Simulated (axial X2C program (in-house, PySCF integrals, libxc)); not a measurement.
## Low determinants of NaTe at the PBE0 level, 2c

Calculated with an in-house all-electron X2C program for linear molecules (integrals from PySCF). Two-component (2c) means X2C with spin–orbit coupling and atomic mean-field two-electron Coulomb and Gaunt terms. Basis: Te dyall-cv3z [11s12p8d4f1g], Na dyall-cv3z [9s8p5d2f] (cores contracted in-house); Gaussian nuclei, density fitting, unrestricted open shells. Masses: Te 129.906 u, Na 22.990 u.

Search at 2.880 Å (vertical energies from the lowest determinant):

```
ΔE (eV)    state  electrons beyond evenly filled partner blocks  electrons in ±ω = 1/2, 3/2, 5/2, 7/2
   0.00  Ω = 3/2                                        ω = 3/2                             42 17 4 0
   0.33  Ω = 1/2                                        ω = 1/2                             41 18 4 0
   2.44  Ω = 1/2                          2 × ω = -1/2, ω = 3/2                             42 17 4 0
   2.61  Ω = 5/2                           2 × ω = 1/2, ω = 3/2                             42 17 4 0
   2.99  Ω = 1/2                                        ω = 1/2                             43 16 4 0
   3.56  Ω = 3/2                                    3 × ω = 1/2                             41 18 4 0
   3.94  Ω = 5/2                          ω = -1/2, 2 × ω = 3/2                             41 18 4 0
```

Lowest determinant, Ω = 3/2 (⟨Sz⟩ = 0.50, ⟨Lz⟩ = 1.00 at PBE0): Re = 2.803 Å, ωe = 235.9 cm⁻¹.

The determinant in row 2 of the search, Ω = 1/2 (⟨Sz⟩ = -0.33, ⟨Lz⟩ = 0.83 at PBE0), was followed along the bond at PBE0; measured from the minimum of the lowest determinant it gives:

Te = 0.324 eV (2610 cm⁻¹), Re = 2.790 Å, ωe = 235.6 cm⁻¹.

Question: Compare the bond of the determinant in row 2 with that of the lowest one.

Answer: At PBE0 its Re is 0.013 Å shorter and its force constant, which goes as ωe², is 1.00 times that of the lowest determinant. T0 ≈ Te + Δωe/2 = 2610 + (0) = 2610 cm⁻¹.

The search compares states at one distance, so a state with another bond length can lie lower; it is not exhaustive and yields mostly the lowest determinant of each block pattern, so other components and higher states of one pattern are missing. These are energies of single determinants, not of spin-adapted states; PBE0 term energies can be off by some tenths of an eV, and the functional has no current term.
